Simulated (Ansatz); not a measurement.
C6H5BF2 (`FB(F)c1ccccc1`). The species carries charge 0 and has multiplicity 1. The structure was optimised at the PBE0-D4/def2-TZVP level. It is one conformer, not always the lowest.

```xyz
14

F    -2.149   -2.422   -0.568
B    -0.891   -2.209   -0.214
F    -0.154   -3.284    0.016
C    -0.316   -0.784   -0.076
C    -1.116    0.335   -0.326
C    -0.602    1.614   -0.202
C     0.723    1.792    0.173
C     1.532    0.692    0.425
C     1.015   -0.586    0.301
H    -2.151    0.194   -0.619
H    -1.230    2.475   -0.398
H     1.127    2.793    0.270
H     2.566    0.835    0.719
H     1.646   -1.446    0.498
```

Q: What is the dipole moment at B3LYP/def2-TZVPP? (Best estimate.)

A: Computed: 2.44 D, with components (0.91, 2.26, 0.22) D in this frame, pointing from negative to positive charge.

Q: And with PBE, r2SCAN, ωB97M-V? (Estimate.)

A: Ansatz gave: PBE 2.32 D, r2SCAN 2.40 D, ωB97M-V 2.34 D.

Q: Give the Mulliken charges with B3LYP, ωB97M-V, r2SCAN in def2-TZVPP. (An estimate is asked.)

A: The calculation gave: 
```
atom  B3LYP  ωB97M-V  r2SCAN
  F1  -0.25    -0.25   -0.27
  B2   0.51     0.49    0.55
  F3  -0.25    -0.25   -0.27
  C4  -0.08    -0.06   -0.07
  C5  -0.13    -0.12   -0.09
  C6  -0.12    -0.11   -0.11
  C7  -0.10    -0.10   -0.06
  C8  -0.12    -0.11   -0.11
  C9  -0.13    -0.12   -0.09
 H10   0.14     0.13    0.10
 H11   0.13     0.12    0.10
 H12   0.13     0.13    0.10
 H13   0.13     0.12    0.10
 H14   0.14     0.13    0.10
```

B3LYP here is the variant with VWN-RPA as its local correlation; programs differ in this.
